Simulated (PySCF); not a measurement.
# Two-component Hartree-Fock for Ir⁴⁰⁺ (iridium, charge +40)

Start: [Kr] 4d1; 4d3/2 filled at m_j = +3/2. Calculated with PySCF 2.14 in an uncontracted even-tempered set (16 s from 4.8 bohr⁻², ratio 2.8; 14 p from 6.2 bohr⁻², ratio 2.8; 9 d from 6.2 bohr⁻², ratio 2.8; 3 f from 22 bohr⁻², ratio 3): generalised Hartree-Fock with the X2C-1e Hamiltonian and a Gaussian nucleus; one run each with spin-orbit coupling (SO) switched off, then screened by Boettger's factors.

```
spinor shell  electrons  ε, spin-free (eV)  ε, screened SO (eV)  weight of nominal j (screened SO)  rms radius, screened SO (bohr)
       1s1/2          2           -78367.7             -78340.3                              1.000                          0.0197
       2s1/2          2           -15370.7             -15361.6                              1.000                          0.0796
       2p1/2          2           -13603.5             -14773.1                              1.000                          0.0675
       2p3/2          4           -13603.5             -13137.2                              1.000                          0.0752
       3s1/2          2            -5007.6              -5004.2                              1.000                           0.201
       3p1/2          2            -4478.3              -4744.5                              1.000                           0.192
       3p3/2          4            -4478.3              -4369.1                              1.000                           0.207
       3d3/2          4            -3900.7              -3948.4                              1.000                           0.181
       3d5/2          6            -3900.7              -3865.8                              1.000                           0.185
       4s1/2          2            -2254.6              -2253.3                              1.000                           0.422
       4p1/2          2            -2054.9              -2140.9                              1.000                           0.419
       4p3/2          4            -2054.9              -2019.1                              1.000                           0.445
       4d3/2          1            -1845.6              -1860.0                              1.000                           0.426
```

```json
{"quantity": "E (hartree)", "spin-free": "-16811.98187", "screened SO": "-16837.52864"}
{"quantity": "M_J", "spin-free": "3/2", "screened SO": "3/2"}
{"quantity": "⟨J²⟩", "spin-free": "4.279", "screened SO": "3.751"}
{"quantity": "⟨L²⟩", "spin-free": "6.002", "screened SO": "6.099"}
{"quantity": "⟨S²⟩", "spin-free": "0.750", "screened SO": "0.848"}
```

Each row is a mean over spinors that exchange with the open shell spreads, by up to 13.570 eV (4p1/2).

Breit and QED terms are absent; they matter most for the inner s and p1/2 levels.

Densities and radii are taken from the X2C orbitals without a picture-change correction, which distorts them close to the nucleus.

Without spin-orbit coupling the j labels of p, d and f shells carry no meaning; the spin-free column gives the mean over the occupied spinors of each nl shell, and its ⟨J²⟩ belongs to a mixture of degenerate components.
